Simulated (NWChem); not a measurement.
System: ZrCl$_{3}$F; SMILES [Cl][Zr]([Cl])([F])[Cl]

Results from NWChem. Medium grid unless said otherwise, to which SCAN and Minnesota functionals are sensitive. All runs use the structure optimised with PBE0/def2-SVP. def2 effective core potentials on Zr; no spin-orbit coupling.

For level KT2/def2-SVP:

| Item | Result |
|---|---|
| highest occupied level (eV) | -8.33 |
| orbital gap (eV) | 5.00 |

**Question.** Estimate the same quantities for level r2SCAN0/def2-SVP.

**Answer.** 
* **highest occupied level (eV)**: -9.98
* **orbital gap (eV)**: 7.58
